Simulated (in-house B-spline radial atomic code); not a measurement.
Radial electron density of Bi⁵⁺, [Xe] 4f13 5d10 6g1. Computed with a radial B-spline atomic code at the basis-set limit: Dirac-Hartree-Fock, average of configuration, Fermi nucleus of rms radius 5.5211 fm.

Columns: r (bohr), 4πr²n(r) (electrons per bohr), bar.

```
0.000394    3.324 #
0.000504    4.865 #
0.000645    7.074 ##
0.000824    10.18 ###
 0.00105    14.45 ####
 0.00135    20.54 ######
 0.00172    28.43 ########
  0.0022    38.87 ###########
 0.00282    52.07 ###############
 0.00361    67.69 ###################
 0.00461    84.67 ########################
  0.0059    101.5 #############################
 0.00754    114.9 #################################
 0.00964      122 ###################################
  0.0123    121.1 ###################################
  0.0158    113.9 ################################
  0.0202    108.2 ###############################
  0.0258    113.3 ################################
   0.033      132 ######################################
  0.0422    152.3 ###########################################
   0.054    154.3 ############################################
   0.069    135.6 #######################################
  0.0882    124.2 ###################################
   0.113    139.2 ########################################
   0.144    146.4 ##########################################
   0.185    113.2 ################################
   0.236    84.04 ########################
   0.302    94.19 ###########################
   0.386    94.76 ###########################
   0.494    60.61 #################
   0.631    33.76 ##########
   0.807    27.59 ########
    1.03     21.8 ######
    1.32    11.38 ###
    1.69    3.734 #
    2.16   0.7704 
    2.76   0.1734 
    3.53   0.1037 
    4.52  0.01337 
    5.78  0.05382 
    7.39   0.2017 
    9.45   0.1247 
    12.1  0.01787 
    15.5 0.000493 
    19.8 1.972e-06 
    25.3 6.711e-10
```

On this grid the curve has 5 maxima, near 0.00964, 0.054, 0.144, 0.386, 7.39 bohr.

The 6g7/2 radial function P(r) = rR(r), positive near the nucleus, with its small component Q(r) (sign convention: Q ≈ (P' + κP/r)/2c):

| r (bohr) | P | Q |
| --- | --- | --- |
| 0.185 | 0.0004764 | 6.703e-05 |
| 0.302 | 0.001998 | 0.0001611 |
| 0.494 | 0.006989 | 0.0003328 |
| 0.807 | 0.02303 | 0.0006686 |
| 1.32 | 0.07686 | 0.001372 |
| 2.16 | 0.2305 | 0.002253 |
| 3.53 | 0.3179 | 0.0009337 |
| 5.78 | -0.2316 | -0.001451 |
| 9.45 | -0.3533 | -0.0002138 |
| 15.5 | -0.02223 | 2.678e-05 |
